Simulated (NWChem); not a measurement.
System: CH$_{2}$N cation; SMILES [NH+]#C

Input file for NWChem:

```
start job
memory heap 200 mb stack 900 mb global 1100 mb
charge 1
geometry units angstroms noautosym nocenter noautoz
  C     -0.000289     0.595843     0.000000
  N      0.000538    -0.532715     0.000000
  H     -0.000787     1.678940     0.000000
  H      0.002959    -1.547745     0.000000
end
basis spherical
  * library 6-31g*
end
dft
  xc xpbe96 cpbe96
  iterations 150
end
tddft
  nroots 6
end
task tddft energy
```

NWChem printed, in part:

```
             Northwest Computational Chemistry Package (NWChem) 7.3.0
             --------------------------------------------------------

                             Geometry "geometry" -> ""
                             -------------------------

 Output coordinates in angstroms (scale by  1.889725989 to convert to a.u.)

  No.       Tag          Charge          X              Y              Z
 ---- ---------------- ---------- -------------- -------------- --------------
    1 C                    6.0000    -0.00028900     0.59584300     0.00000000
    2 N                    7.0000     0.00053800    -0.53271500     0.00000000
    3 H                    1.0000    -0.00078700     1.67894000     0.00000000
    4 H                    1.0000     0.00295900    -1.54774500     0.00000000

 Effective nuclear repulsion energy (a.u.)      29.5945699623

  pbe96 is a nonlocal functional; adding pw91lda local functional.

                                 NWChem DFT Module
                                 -----------------

 Summary of "ao basis" -> "ao basis" (spherical)
 ------------------------------------------------------------------------------
       Tag                 Description            Shells   Functions and Types
 ---------------- ------------------------------  ------  ---------------------
 C                           6-31g*                  6       14   3s2p1d
 N                           6-31g*                  6       14   3s2p1d
 H                           6-31g*                  2        2   2s

            General Information
            -------------------
          SCF calculation type: DFT
          Wavefunction type:  closed shell.
          No. of atoms     :     4
          No. of electrons :    14
           Alpha electrons :     7
            Beta electrons :     7
          Charge           :     1
          Spin multiplicity:     1
          Use of symmetry is: off; symmetry adaption is: off
          Maximum number of iterations: 150
          AO basis - number of functions:    32
                     number of shells:    16
          Convergence on energy requested:  1.00D-06
          Convergence on density requested:  1.00D-05
          Convergence on gradient requested:  5.00D-04

              XC Information
              --------------
          PerdewBurkeErnzerhof Exchange Functional  1.000
            Perdew 1991 LDA Correlation Functional  1.000 local
           PerdewBurkeErnz. Correlation Functional  1.000 non-local

[...]

                                NWChem TDDFT Module
                                -------------------

            General Information
            -------------------
           No. of orbitals :      64
            Alpha orbitals :      32
             Beta orbitals :      32
        Alpha frozen cores :       0
         Beta frozen cores :       0
     Alpha frozen virtuals :       0
      Beta frozen virtuals :       0
         Spin multiplicity :       1
    Number of AO functions :      32
        Use of symmetry is : off
      Symmetry adaption is : off
         Schwarz screening :  0.10D-07

              XC Information
              --------------
   PerdewBurkeErnzerhof Exchange Functional   1.00
     Perdew 1991 LDA Correlation Functional   1.00 local
    PerdewBurkeErnz. Correlation Functional   1.00 non-local

             TDDFT Information
             -----------------
          Calculation type : TDDFT
         Wavefunction type : Restricted singlets & triplets
          No. of electrons :      14
           Alpha electrons :       7
            Beta electrons :       7
              No. of roots :       6
          Max subspacesize :    5200
            Max iterations :     100
               Target root :       1
           Target symmetry : none
      Symmetry restriction : off
                 Algorithm : Optimal
        Davidson threshold :  0.10D-03

    6 smallest eigenvalue differences (eV)
--------------------------------------------------------
  No. Spin  Occ  Vir  Irrep   E(Occ)    E(Vir)   E(Diff)
--------------------------------------------------------
    1    1    7    8 a        -0.666    -0.338     8.915
    2    1    6    8 a        -0.666    -0.338     8.915
    3    1    7    9 a        -0.666    -0.338     8.915
    4    1    6    9 a        -0.666    -0.338     8.915
    5    1    7   10 a        -0.666    -0.220    12.147
    6    1    6   10 a        -0.666    -0.220    12.147
--------------------------------------------------------

  Entering Davidson iterations
  Restricted singlet excited states

  Iter   NTrls   NConv    DeltaV     DeltaE      Time
  ----  ------  ------  ---------  ---------  ---------
    1      6       1     0.60E+00   0.10+100        0.5
    2     11       1     0.23E+00   0.92E-01        0.5
    3     21       1     0.53E-01   0.26E-01        0.7
    4     31       3     0.89E-02   0.13E-02        0.7
    5     37       3     0.31E-02   0.25E-04        0.5
    6     43       3     0.12E-02   0.12E-05        0.6
    7     49       3     0.41E-03   0.20E-06        0.5
    8     55       5     0.10E-03   0.22E-07        0.5
    9     57       6     0.80E-04   0.18E-08        0.3
  ----  ------  ------  ---------  ---------  ---------
  Convergence criterion met

  Ground state a         -93.583313709070 a.u.

  ----------------------------------------------------------------------------
  Root   1 singlet a              0.327622045 a.u.                8.9151 eV
  ----------------------------------------------------------------------------
     Transition Moments    X -0.00000   Y  0.00000   Z  0.00004
     Dipole Oscillator Strength                    0.0000000004
     Electric Quadrupole                           0.0000000000
     Magnetic Dipole                               0.0000000000
     Total Oscillator Strength                     0.0000000004

[...]
```

Level: PBE/6-31G* (spherical d), full TDDFT. The geometry was optimised at PBE0-D3(BJ)/def2-TZVP.
